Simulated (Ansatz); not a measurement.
The same path of CH$_{7}$FOSi$_{2}$ (12 atoms, charge 0, multiplicity 1) was run twice with different band settings. The coordinate that changes most is the dihedral H10–Si3–Si4–F5.

Theory: Ansatz, RKS PBE-D4/def2-mTZVP.

Relaxed end points:

```xyz
12
Properties=species:S:1:pos:R:3
O -1.831 -0.174 2.015
C -1.343 0.175 0.706
Si 0.532 -0.184 0.519
Si 1.338 0.226 -1.656
F 1.064 1.793 -2.050
H -1.744 -1.141 2.114
H -1.924 -0.322 -0.094
H -1.521 1.255 0.595
H 0.754 -1.646 0.803
H 1.311 0.606 1.526
H 0.629 -0.620 -2.670
H 2.811 -0.025 -1.774
```

```xyz
12
Properties=species:S:1:pos:R:3
O -1.869 -0.325 1.959
C -1.399 -0.122 0.614
Si 0.510 0.094 0.555
Si 1.301 0.317 -1.655
F 2.929 0.484 -1.659
H -1.493 -1.166 2.281
H -1.733 -0.931 -0.062
H -1.887 0.800 0.263
H 1.124 -1.128 1.179
H 0.908 1.288 1.368
H 0.719 1.524 -2.328
H 0.967 -0.889 -2.481
```

Common settings: climbing image yes; spring 5.0 eV/Å²; optimiser quadratic models (default); start path through a guess of the saddle point; force threshold 0.05 eV/Å; iteration limit 60; end points relaxed.

| run | movable images |
| --- | --- |
| 1 | 7 |
| 2 | 2 |

What does each run give, and how far can it be trusted?

Run 1: converged after 7 iterations, highest image 0.042 eV above the first end. A vibrational analysis at the climbing image gives no mode beyond 40i cm⁻¹: the surface is too flat there to confirm a saddle point.
Run 2: converged after 7 iterations, highest image 0.042 eV above the first end. Another band between the same ends (7 images) ends at a top of the same energy, where a vibrational analysis finds no clearly imaginary modes. So few images can step over the top or miss a turn of the path.
